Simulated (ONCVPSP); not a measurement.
## Cutoff test, Be, ONCV

```
Element                 : beryllium (Be)
Generator               : ONCVPSP 4.0.1
Type                    : optimised norm-conserving Vanderbilt (ONCV)
Functional              : LDA (Perdew-Zunger)
Relativity              : scalar-relativistic
Frozen core             : [He]
Valence charge          : 2
Reference configuration : 2s2
Partial waves           : 2s: rc 2.05 bohr, ncon 4, nbas 8, qcut 2.8 1/bohr, 2 projectors, debl 1.7 Ha; p scattering state at 0.05 Ha: rc 2.05 bohr, ncon 5, nbas 9, qcut 3.6 1/bohr, 2 projectors, debl 1.2 Ha; d scattering state at 0.14 Ha: rc 2.00 bohr, ncon 4, nbas 8, qcut 4.6 1/bohr, 3 projectors, debl 2 Ha
Local potential         : polynomial inside 1.80 bohr (lpopt 5, dvloc0 0 Ha)
Core correction         : polynomial model core, fcfact 0.6
```

**Question.** For each optimised wave give the share of its norm inside rc, the residual kinetic energy above qcut (Ha) and the cutoffs (Ha) for errors of 10, 1, 0.1 and 0.01 mHa per electron.

**Answer.**

```tsv
wave	norm inside rc	residual KE	10 mHa	1 mHa	0.1 mHa	0.01 mHa
2s	0.354	1.7e-03	1.0	4.9	34.1	42.2
s projector 2	0.137	2.5e-02	4.7	12.1	39.7	51.0
p projector 1	0.065	5.6e-04	2.5	5.7	18.8	56.0
p projector 2	0.154	1.6e-02	7.1	10.9	30.7	57.0
d projector 1	0.011	7.0e-07	0.7	1.8	3.9	6.9
d projector 2	0.333	1.4e-03	5.9	11.1	20.6	61.4
d projector 3	0.193	3.1e-03	9.1	15.4	27.6	86.9
```

The occupied waves need 4.9 Ha and 34 Ha for 1 and 0.1 mHa. The cutoffs count occupied waves only; projector 3 of the d channel, the hardest unoccupied one, needs 15 Ha at the loose tolerance.
